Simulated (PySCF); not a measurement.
# Working out the ionisation energy of Si⁺

Si⁺ [Ne] 3s2 3p1 (2P) → Si²⁺ [Ne] 3s2 (1S). Computed with PySCF 2.14 in x2c-QZVPPall, with the spin-free X2C one-electron Hamiltonian (Gaussian nucleus). Frozen: [Ne]. Energies in hartree (1 hartree = 27.21139 eV):

| part | Si⁺ (lower) | Si²⁺ (upper) |
| --- | --- | --- |
| UHF | -289.183094 | -288.601185 |
| CCSD correlation | -0.060054 | -0.045509 |
| (T) | -0.001198 | 0.000000 |

Problem. What does Hartree-Fock give?

Solution. (-288.601185) − (-289.183094) = 0.581909 hartree = 15.835 eV.

Problem. What do CCSD and CCSD(T) give?

Solution. The CCSD correlation energies differ by 0.014545 hartree = 0.396 eV and the triples by 0.001198 hartree = 0.033 eV, so CCSD gives 16.231 eV and CCSD(T) 16.264 eV.

Measured between the centres of the two terms (NIST): 16.322 eV, so CCSD(T) (valence) is off by -0.058 eV.

What remains against the reference includes basis incompleteness, the frozen core and higher excitations.
